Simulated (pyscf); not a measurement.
# Hydrogen shift: H₂C=Se -> :HC–SeH [singlet]

Gas phase, singlet surface, charge 0. Bonds broken: C1–H3. Bonds formed: Se2–H3. Single points on ωB97X-D3(BJ)/def2-SVP structures (PySCF, gas phase). Correlated levels are frozen-core, on RHF or UHF. ΔMP2 is the change of the MP2 total energy from the triple- to the quadruple-zeta basis.

Transition state (Å):

```xyz
4

C     -1.7666    -0.3059    -0.4473
Se    -1.0174     0.1750     1.1616
H     -0.6816    -1.0429     0.2587
H     -2.5556     0.4028    -0.7784
```

One imaginary mode, 1837i cm⁻¹; descent along it reached the two sides named.

| bond | change | reactant side (Å) | saddle | product side |
|---|---|---|---|---|
| C1–H3 | breaks | 1.098 | 1.490 | 2.485 |
| Se2–H3 | forms | 2.498 | 1.553 | 1.477 |

Electronic energies relative to the reactant's lowest minimum found (kcal/mol):

```json
[
 {"level": "ωB97X-D3(BJ)/def2-TZVP", "barrier": "83.9", "reaction energy": "+47.7", "reverse barrier": "36.2"},
 {"level": "PBE/def2-TZVP", "barrier": "76.0", "reaction energy": "+47.6", "reverse barrier": "28.4"},
 {"level": "r²SCAN/def2-TZVP", "barrier": "79.0", "reaction energy": "+47.6", "reverse barrier": "31.4"},
 {"level": "B3LYP-D3(BJ)/def2-TZVP", "barrier": "81.7", "reaction energy": "+48.3", "reverse barrier": "33.5"},
 {"level": "PBE0-D3(BJ)/def2-TZVP", "barrier": "80.7", "reaction energy": "+48.5", "reverse barrier": "32.2"},
 {"level": "M06-2X/def2-TZVP", "barrier": "82.8", "reaction energy": "+49.5", "reverse barrier": "33.3"},
 {"level": "ωB97M-D3(BJ)/def2-TZVP", "barrier": "82.5", "reaction energy": "+47.8", "reverse barrier": "34.6"},
 {"level": "HF/def2-TZVP", "barrier": "92.0", "reaction energy": "+45.0", "reverse barrier": "47.0"},
 {"level": "MP2/def2-QZVPP", "barrier": "83.6", "reaction energy": "+54.0", "reverse barrier": "29.6"},
 {"level": "CCSD/def2-TZVPP", "barrier": "84.1", "reaction energy": "+48.3", "reverse barrier": "35.8"},
 {"level": "CCSD(T)/def2-TZVPP", "barrier": "81.6", "reaction energy": "+48.6", "reverse barrier": "33.0"},
 {"level": "CCSD(T)/def2-TZVPP + ΔMP2(QZVPP)", "barrier": "81.1", "reaction energy": "+49.0", "reverse barrier": "32.1"}
]
```

With CCSD(T)/def2-TZVPP + ΔMP2(QZVPP) energies and thermal terms (ideal gas, 1 atm, RRHO with modes under 100 cm⁻¹ raised to 100, one conformer, R ln 2 for rigid chiral ones), in kcal/mol:

```csv
T (K),ΔH‡,ΔG‡,ΔH,ΔG
298,76.4,75.3,+46.8,+46.2
600,76.7,74.0,+47.0,+45.4
900,76.7,72.6,+47.3,+44.6
1200,76.5,71.3,+47.5,+43.6
```

This is the saddle that the search found; another between the same sides may lie lower. A restricted solution here is unstable towards spin polarisation, so biradical character is likely and single-reference numbers are less safe. The CCSD(T) − MP2 part came from Ansatz, without density fitting, on the same reference. The frozen core leaves the outer d or s,p core shells of the metals and heavy elements correlated in the MP2 and CC values, and def2-TZVPP describes them poorly, which can shift differences by a few kcal/mol. Elements up to Kr have no core potential and no relativistic terms here.
